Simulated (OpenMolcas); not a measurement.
Nb²⁺: effect of the IPEA shift

| Property | Result |
| --- | --- |
| Program | OpenMolcas |
| Basis | ANO-RCC-VTZP [7s6p4d2f1g] |
| Scalar Hamiltonian | DKH2, point nucleus |
| Active space | 3 electrons in 10 orbitals (4d 5d) |
| State averaging | 2S+1 = 4 even, 10 roots; 2S+1 = 2 even, 40 roots |
| Spin-orbit coupling | RASSI with atomic mean-field integrals over the reference wave functions, term energies averaged over their components |

Methods on the same reference wave functions:
A. CASSCF
B. MS-CASPT2, IPEA 0 Eh, imaginary shift 0.1 Eh (closed shells correlated: 4s 4p)
C. MS-CASPT2, IPEA 0.25 Eh, imaginary shift 0.1 Eh (closed shells correlated: 4s 4p)

Energies in cm⁻¹ above 4d³ ⁴F_3/2, the measured ground level; measured values from the list in Shadmi, J. Res. Natl. Bur. Stand. 70A, 435 (1966).

| Level | A | B | C | Measured |
| --- | --- | --- | --- | --- |
| 4d³ ⁴F_3/2 | 0.0 | 0.0 | 0.0 | 0.0 |
| 4d³ ⁴F_5/2 | 508 | 523 | 521 | 516 |
| 4d³ ⁴F_7/2 | 1174 | 1193 | 1191 | 1177 |
| 4d³ ⁴F_9/2 | 1963 | 1967 | 1968 | 1939 |
| 4d³ ⁴P_1/2 [67 %] | 11004 | 8530 | 8750 | 8664 |
| 4d³ ⁴P_3/2 [57 %] | 11115 | 8370 | 8610 | 8608 |
| 4d³ ²G_7/2 | 11676 | 9220 | 9580 | 9236 |
| 4d³ ⁴P_5/2 | 11840 | 9720 | 9870 | 9594 |
| 4d³ ²G_9/2 | 12238 | 9830 | 10180 | 9804 |
| 4d³ ²P_1/2 [67 %] | 15317 | 9980 | 10280 |  |
| 4d³ ²H_9/2 | 15437 | 13360 | 13610 | 12916 |
| 4d³ ²H_11/2 | 15801 | 13750 | 14000 | 13264 |
| 4d³ ²D_5/2(1) | 17183 | 13290 | 13770 | 13094 |
| 4d³ ²D_3/2(1) [59 %] | 17266 | 12930 | 13350 |  |
| 4d³ ²F_7/2 | 25709 | 20560 | 21070 | 19861 |
| 4d³ ²F_5/2 | 25959 | 20800 | 21310 | 19975 |
| 4d³ ²D_5/2(2) | 39585 | 33250 | 33510 |  |
| 4d³ ²D_3/2(2) | 39831 | 33490 | 33790 |  |

Deviations, from unrounded energies. A percentage is the sum of absolute deviations over the sum of measured energies, with the sign that they share, or ± where signs differ.

```csv
Against measurement,Levels,A,B,C
mean absolute deviation (cm-1),13,2500,250,440
fine structure of the ground term (%),3,±0.9,+1.4,+1.3
other terms of the ground configuration (%),10,+26.4,±2.6,+4.6
```

B lies closest to measurement on these levels and A furthest from it. The largest miss of B in the table is 4d³ ²F_5/2, by +830 cm-1. The ranking rests on the paired levels alone, and a cruder setting can come out closer through cancelling errors.

Between B and C the level of the table that moves most is 4d³ ²F_5/2, by 510 cm-1 (lowest in B, highest in C). Moves below CASPT2's spread within the term are not significant.

The mean deviations of B to C differ by less than CASPT2's widest spread within a term (620 cm-1), so their order carries little weight.

From A to B the spin-free energies of the other terms of 4d³ shown, above ⁴F, scale by factors of 0.60 to 0.86.

The lowest spin-free term lies below A's lowest term by 0.287 hartree in B, 0.279 hartree in C.

CASPT2 does not keep the components of a term degenerate, so their means are used; among the terms shown or strongly mixed into the levels shown the widest spread is 620 cm-1 (4d³ ⁴F, B). Active for correlation alone: 5d; no level in the range computed is led by a configuration that fills it, so any true level of that kind is missing. Without dynamic correlation excited terms often stand tens of per cent too high (terms of higher spin than the ground term too low), and those without a measured partner can miss by more than the paired ones (holds for A). Computed and measured levels are paired by configuration, term and J; levels that our copy of the source lacks, or whose pairing is in doubt (as where it misses far off the trend of its configuration), stay unpaired and out of the deviations. Levels of configurations outside the active space are missing. The table leaves out levels that lie high or whose names do not pair safely across all columns.

A share in square brackets marks a mixed level and gives the weight of the term that names it, the lowest over the columns. A number in round brackets counts repeated terms of one configuration in the order of the reference energies.
